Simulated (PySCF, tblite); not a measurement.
Isomers of C6H6FNO, one GFN2-xTB conformer each. Single-point energies are computed at PBE0/pcSseg-1 (PySCF, gas phase, no added dispersion term), electronic only.

**Question.** Rank them by PBE0/pcSseg-1 energy, lowest first (kcal/mol).
A. `[CH3:1][O:2]/[CH:3]=[C:4]1/[CH2:5][C@:6]1([F:7])[C:8]#[N:9]` with C1–O2–C3–C4 0°
B. `[CH2:1]=[C:2]([CH2:3][F:4])[c:5]1[cH:6][o:7][cH:8][n:9]1` with C1–C2–C3–F4 0°, C1–C2–C5–C6 0°
C. `[H]/[N:5]=[CH:4]\[CH:3]=[C:2](\[CH3:1])[C:6]([F:7])=[C:8]=[O:9]` with C2–C3–C4–N5 180°, C1–C2–C6–F7 0°

**Answer.** B (0.0), C (35.4), A (43.6).

As drawn, the lowest has an aromatic ring, which the highest lacks; the highest has a three-membered ring and a C≡N group, which the lowest lacks. GFN2-xTB itself gives, in the same order: 0.0, 47.1, 51.1. Both levels put the same isomer lowest; measured from each level's own lowest isomer, the values differ by up to 11.7 kcal/mol ([H]/N=C\C=C(\C)C(F)=C=O: 47.1 against 35.4).

**Question.** Which frontier levels, dipoles and rotational constants go with these structures?

**Answer.** 
```
                 SMILES  HOMO (eV, PBE0/pcSseg-1)  LUMO (eV)  dipole (D)       A, B, C (MHz)
         C=C(CF)c1cocn1                     -6.80      -1.01        2.61  4418, 994.5, 816.0
[H]/N=C\C=C(\C)C(F)=C=O                     -6.56      -2.55        3.14   2006, 1338, 806.5
   CO/C=C1/C[C@]1(F)C#N                     -7.41      -0.90        3.04    2257, 1285, 1109
```

**Question.** What happens when harmonic zero-point energies from GFN2-xTB frequencies are added?

**Answer.** 
```csv
SMILES,ZPE (kcal/mol),electronic (kcal/mol),with ZPE (kcal/mol)
C=C(CF)c1cocn1,68.2,0.0,0.0
[H]/N=C\C=C(\C)C(F)=C=O,66.3,35.4,33.4
CO/C=C1/C[C@]1(F)C#N,66.7,43.6,42.2
```

The zero-point energies span 1.9 kcal/mol. The order is unchanged.
